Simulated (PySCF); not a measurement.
HSE06 on I (iodine, neutral), [Kr] 4d10 5s2 5p4 5d1, one real determinant (an excited configuration). Calculation: PySCF 2.14, in aug-cc-pwCVTZ-PP with ECP28MDF (8s7p6d4f1g, 96 functions); scalar relativity through the core potential.

```
cycle= 1 E= -295.384770333651  delta_E= -0.007  |g|= 0.0196  |ddm|= 0.268
cycle= 2 E= -295.384943125119  delta_E= -0.000173  |g|= 0.00702  |ddm|= 0.0516
cycle= 3 E= -295.384962551096  delta_E= -1.94e-05  |g|= 0.00358  |ddm|= 0.017
cycle= 4 E= -295.384965207808  delta_E= -2.66e-06  |g|= 0.000408  |ddm|= 0.00423
cycle= 5 E= -295.384965307995  delta_E= -1e-07  |g|= 3.02e-05  |ddm|= 0.00101
cycle= 6 E= -295.384965308519  delta_E= -5.24e-10  |g|= 9.25e-06  |ddm|= 9.56e-05
converged SCF energy = -295.384965308519  <S^2> = 3.7544476  2S+1 = 4.0022232
```

Highest occupied orbital energy: 0.052 eV; ⟨L²⟩ = 8.03; populations by l: s 4.00, p 10.00, d 11.00, f 0.00.

(1) Can this result be used?

## Answers

(1) Not for this state. Self-consistency was reached. ⟨L²⟩ = 8.03 against 12 for a pure F term, so this real determinant mixes terms. Energies and moments cover only the electrons outside the core potential. The outer electron is Rydberg-like, and this basis confines it to a smaller radius and binds it less than a complete one would. At HSE06 the highest occupied level has a positive energy, so only the finite basis holds that electron; for this excited configuration the basis is too tight for the outer shell.
